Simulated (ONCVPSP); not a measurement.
# What the settings do to the ONCV potential of platinum (Pt)

Base potential:

| Quantity | Value |
| --- | --- |
| Element | platinum (Pt) |
| Generator | ONCVPSP 4.0.1 |
| Type | optimised norm-conserving Vanderbilt (ONCV) |
| Functional | PBEsol |
| Relativity | non-relativistic |
| Frozen core | [Kr] 4d10 4f14 |
| Valence charge | 18 |
| Reference configuration | 5s2 5p6 5d9 6s1 |
| Partial waves | 5s+6s: rc 1.85 bohr, ncon 4, nbas 7, qcut 5.6 1/bohr, 2 projectors; 5p: rc 1.85 bohr, ncon 3, nbas 6, qcut 6.7 1/bohr, local; 5d: rc 2.30 bohr, ncon 4, nbas 9, qcut 8 1/bohr, 1 projector |
| Local potential | the p channel |
| Core correction | none |

Cutoffs, loose and tight: the cutoffs (Ha) at which the residual kinetic energy of the hardest occupied pseudo-wave falls to 1 and 0.1 mHa per electron. They do not see the model core or the augmentation charge, which bear on the density cutoff. Test errors are all-electron minus pseudo excitation energies from the reference, over the configurations 5s2 5p6 5d9 6s0; 5s2 5p6 5d8 6s0; 5s2 5p6 5d7 6s0; 5s2 5p6 5d9 6s0.5. A dash means not determined; rows that change the core or the reference have their own tests.

| change | outcome | cutoff, loose | cutoff, tight | bound ghosts | GHOST(+) flags above zero | largest test error (meV) |
| --- | --- | --- | --- | --- | --- | --- |
| base | generated | 18 Ha | 22 Ha | none | none | +155 |
| s: nbas 8 | generated | 18 Ha | 22 Ha | none | none | +155 |
| core [Xe], valence charge 24; reference 4f14 5d9.5 6s0.5; waves now 6s: rc 2.15 bohr, ncon 4, nbas 7, qcut 3.4 1/bohr, 2 projectors, debl 3.8 Ha; p scattering state at 0.17 Ha: rc 1.70 bohr, ncon 3, nbas 6, qcut 5.6 1/bohr, 2 projectors, debl 3.1 Ha; 5d: rc 2.00 bohr, ncon 3, nbas 8, qcut 6.7 1/bohr, 2 projectors, debl 3.4 Ha; 4f: rc 0.55 bohr, ncon 3, nbas 8, qcut 26.2 1/bohr, local; local potential the f channel | failed: optimize: ERROR ps0norm > uunorm, code will stop | – | – | – | – | – |
| s: qcut 7.1 | generated | 18 Ha | 22 Ha | none | none | +155 |

What comes out with this change to the base: s: qcut 5.3; p: qcut 6.4; d: qcut 7.6?

outcome: generated; cutoff, loose: 18 Ha; cutoff, tight: 23 Ha; bound ghosts: none; GHOST(+) flags above zero: none; largest test error (meV): +148.

What comes out with this change to the base: all radii scaled by about 0.82 (s 1.52, p 1.52, d 1.90 bohr)?

outcome: generated; cutoff, loose: 42 Ha; cutoff, tight: 55 Ha; bound ghosts: none; GHOST(+) flags above zero: none; largest test error (meV): +127.

What comes out with this change to the base: reference 5s2 5p6 5d9 6s0.75?

outcome: generated; cutoff, loose: 18 Ha; cutoff, tight: 22 Ha; bound ghosts: none; GHOST(+) flags above zero: none; largest test error (meV): +365.
